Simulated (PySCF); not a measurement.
# Electron correlation in Br⁺ (bromine, charge +1)

[Ar] 3d10 4s2 4p4, high-spin 3P determinant. Calculation: PySCF 2.14, in 6-31G* (5s4p3d, 32 functions); the non-relativistic Hamiltonian (point nucleus). Frozen: [Ar] 3d10; 6 electrons correlated.

MP2 pair energies summed by pair of shells (mhartree):

| pair | energy | share (%) |
| --- | --- | --- |
| 4p-4p | -35.00 | 48.9 |
| 4s-4p | -31.07 | 43.4 |
| 4s-4s | -5.45 | 7.6 |

Total MP2 correlation energy: -71.52 mhartree.

Same-spin part -17.55 and opposite-spin part -53.97 mhartree; SCS-MP2 scales them by 1/3 and 6/5 to -70.61 mhartree.

| level | correlation energy (mhartree) |
| --- | --- |
| CCSD | -87.24 |
| (T) | -0.95 |
| CCSD(T) | -88.19 |

Diagnostics: T1 = 0.0060, D1 = 0.0201, largest double amplitude 0.053.

Cost of the coupled-cluster step: 0.18 s of wall time on 1 thread of AMD EPYC 7R43 64-Core Processor (shared host), for 6 correlated electrons.
